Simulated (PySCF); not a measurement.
Fe (iron, neutral) across methods

[Ar] 3d7 4s1, high-spin 5F determinant (an excited configuration). Computed with PySCF 2.14 in x2c-TZVPPall, with scalar relativity by spin-free X2C-1e.

```
method  E (hartree)  mean ε 3d α (eV)  mean ε 4s α (eV)  mean ε 3d β (eV)  Σ⟨r²⟩ (bohr²)   ⟨S²⟩
  MN15    -1273.246            -7.752            -5.801            -5.044          34.92  6.013
 HSE06    -1272.383            -6.102            -4.917            -3.744          34.35  6.002
   PBE    -1272.363            -4.676            -4.732            -2.548          34.67  6.001
   UHF  -1271.26054           -11.918            -6.369            -8.503          34.94  6.005
   LDA    -1270.052            -4.920            -4.904            -2.569          34.47  6.003
  PBE0    -1272.363            -6.524            -5.250            -4.127          34.36  6.002
 TPSSh    -1272.605            -5.275            -4.905            -3.299          34.32  6.001
r2SCAN    -1272.560            -4.831            -4.980            -2.572          34.33  6.002
```

Problem. Estimate the same row for wB97X.

Solution. E (hartree) = -1272.591; mean ε 3d α (eV) = -8.939; mean ε 4s α (eV) = -6.808; mean ε 3d β (eV) = -6.706; Σ⟨r²⟩ (bohr²) = 34.50; ⟨S²⟩ = 6.009.
